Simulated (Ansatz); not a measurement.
`[O]=[W]([OH])([OH])([F])[Cl]` + H–F → `[O]=[W]([OH])([F])([F])[Cl]` + H₂O at 400 K and 1 bar (ligand exchange at a W–O bond).

Calculated with Ansatz (gas phase, PBE0-D4/def2-TZVP geometries, no zero-point term in ΔE). CCSD(T)/CBS is the MP2 limit (def2-TZVPP, def2-QZVPP) plus CCSD(T) − MP2 in def2-TZVPP, frozen cores. This one scheme is used for every species. Elements past krypton have def2 core potentials. For W outer-core shells are correlated without core-valence functions, which leaves a few kJ/mol of doubt a bond. Each species was taken in one conformer, which may not be the lowest.

```
                       species  CCSD(T)/CBS energy (Eh)  H − E (kJ/mol)  S (J/(mol·K))
`[O]=[W]([OH])([OH])([F])[Cl]`               -853.47141           126.5          423.4
                           H–F               -100.39570            36.5          182.2
 `[O]=[W]([OH])([F])([F])[Cl]`               -877.49638            94.5          421.6
                           H₂O                -76.37941            69.8          198.6
```

H − E and S are ideal-gas, rigid-rotor, harmonic terms from PBE0-D4/def2-TZVP, for one conformer and one mirror image of each species. 1 Eh = 2625.50 kJ/mol, R = 8.31446 J/(mol·K).

**Question.** By hand: ΔE, ΔH, ΔS and ΔG.

**Answer.** ΔE = (-877.49638) + (-76.37941) − (-853.47141) − (-100.39570) = -0.00868 Eh = -22.8 kJ/mol. Δ(H − E) = 94.5 + 69.8 − 126.5 − 36.5 = 1.3, so ΔH = -21.5 kJ/mol. ΔS = 421.6 + 198.6 − 423.4 − 182.2 = 14.6 J/(mol·K). ΔG = -21.5 − 400 × (14.6)/1000 = -27.3 kJ/mol.

**Question.** By hand: the equilibrium constant, and the temperature at which ΔG would vanish if ΔH and ΔS stayed fixed.

**Answer.** log₁₀ K = −ΔG/(RT ln 10) = 3.6. ΔH and −TΔS have one sign here, so there is no such temperature.

The number of gas molecules stays the same, so ΔS is small and ΔH decides. A doubt of 5 kJ/mol in ΔE shifts log₁₀ K by 0.7 here. Other conformers and mirror images would add mixing entropy, several J/(mol·K) or more a flexible species. These are equilibria of isolated gas molecules and say nothing of rates. Largest T1 diagnostic: 0.021 (customary marks: 0.02 for closed shells, 0.045 for open ones).
